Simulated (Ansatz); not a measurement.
Cost and result for the atomization energy of CH$_{6}$AlNO$_{2}$, SMILES `N[CH2][Al]([OH])[OH]` (11 atoms, 10 bonds).

Cartesian coordinates in Å:
```
N 0.165 0.706 -1.564
C 0.691 -0.238 -0.571
Al -0.384 -0.141 1.071
O -0.240 -1.216 2.371
O -1.542 1.086 1.239
H -0.752 0.421 -1.884
H 0.757 0.747 -2.385
H 0.826 -1.267 -0.940
H 1.697 0.098 -0.284
H 0.349 -1.967 2.378
H -1.566 1.771 0.570
```

Total charge 0; spin multiplicity 1. Geometry: relaxed with PBE0-D4/def2-TZVP. It is one conformer, not always the lowest. Program: Ansatz. All runs use 4 threads of an Arm Neoverse V1 on a shared host. Times are those of one run each, without the atoms' runs, and a repeat can differ threefold. Electronic energies, without spin–orbit coupling; frozen cores. CCSD(T)/CBS adds CCSD(T) − MP2 in def2-TZVPP to the MP2 limit, and its time is that of the two runs behind it. T1 = 0.012. B3LYP takes the VWN-RPA correlation (the form of Gaussian; ORCA's B3LYP/G).

CCSD(T)/CBS is a level of theory with its own doubt, some kJ/mol a heavy atom from the limit and from the frozen cores, so smaller differences don't rank the functionals.

```
                             level  functions  wall time
   PBE-D4/def2-TZVPP (with forces)        250      2.4 s
                PBE0-D4/def2-TZVPP        250      2.6 s
 B3LYP-D4/def2-TZVPP (with forces)        250      4.1 s
r2SCAN-D4/def2-TZVPP (with forces)        250      4.3 s
                 B2PLYP/def2-TZVPP        250      4.9 s
                ωB97X-V/def2-TZVPP        250      7.5 s
  ωB97M-V/def2-TZVPP (with forces)        250       11 s
                    MP2/def2-QZVPP        478       20 s
                CCSD(T)/def2-TZVPP        250    2.5 min
                 CCSD(T)/CBS(def2)          –    2.8 min
```

(1) What atomization energy does each give, and how far from CCSD(T)/CBS? (Estimate.)

## Answers

(1) Ansatz gave: 
```json
{"level": "PBE-D4/def2-TZVPP (with forces)", "atomization (kcal/mol)": "996.9", "difference from CCSD(T)/CBS": "12.4", "per bond": "1.2"}
{"level": "PBE0-D4/def2-TZVPP", "atomization (kcal/mol)": "972.6", "difference from CCSD(T)/CBS": "-11.9", "per bond": "-1.2"}
{"level": "B3LYP-D4/def2-TZVPP (with forces)", "atomization (kcal/mol)": "978.4", "difference from CCSD(T)/CBS": "-6.1", "per bond": "-0.6"}
{"level": "r2SCAN-D4/def2-TZVPP (with forces)", "atomization (kcal/mol)": "979.2", "difference from CCSD(T)/CBS": "-5.3", "per bond": "-0.5"}
{"level": "B2PLYP/def2-TZVPP", "atomization (kcal/mol)": "970.2", "difference from CCSD(T)/CBS": "-14.3", "per bond": "-1.4"}
{"level": "ωB97X-V/def2-TZVPP", "atomization (kcal/mol)": "981.3", "difference from CCSD(T)/CBS": "-3.2", "per bond": "-0.3"}
{"level": "ωB97M-V/def2-TZVPP (with forces)", "atomization (kcal/mol)": "983.6", "difference from CCSD(T)/CBS": "-0.9", "per bond": "-0.1"}
{"level": "MP2/def2-QZVPP", "atomization (kcal/mol)": "994.3", "difference from CCSD(T)/CBS": "9.8", "per bond": "1.0"}
{"level": "CCSD(T)/def2-TZVPP", "atomization (kcal/mol)": "953.3", "difference from CCSD(T)/CBS": "-31.2", "per bond": "-3.1"}
{"level": "CCSD(T)/CBS(def2)", "atomization (kcal/mol)": "984.5", "difference from CCSD(T)/CBS": "0.0", "per bond": "0.0"}
```

The D4 term adds +6.9 kcal/mol with B3LYP and +3.6 kcal/mol with PBE0; it sums over pairs of atoms, weighted by their polarisabilities, and B3LYP, whose exchange is more repulsive, gets the larger term. From PBE to PBE0 (25 % exact exchange), in def2-TZVPP and without D4, the atomization energy moves by −23.6 kcal/mol: exact exchange takes away binding that semilocal exchange gives to molecules. In def2-TZVPP, CCSD(T) changes the Hartree–Fock value by +273.7 kcal/mol (the triples alone add +15.3 kcal/mol) and MP2 by +296.0 kcal/mol; breaking electron pairs costs correlation energy, which Hartree–Fock lacks.
